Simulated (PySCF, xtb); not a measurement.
AlCl, SMILES [Cl][Al] (connectivity only; charge and spin as stated), neutral, multiplicity 1.

GFN2-xTB in xtb at its own geometry gives an orbital gap of 2.70 eV and a dipole moment of 0.97 D.

Coordinates come from a PBE0-D3(BJ)/def2-TZVPD optimisation.

**Question.** What does PBE/def2-TZVPD run with PySCF give? (Estimate from the structure and the level; the computed values follow.)

**Answer.** gap 3.69 eV (levels -6.09 and -2.40 eV), dipole 1.52 D.
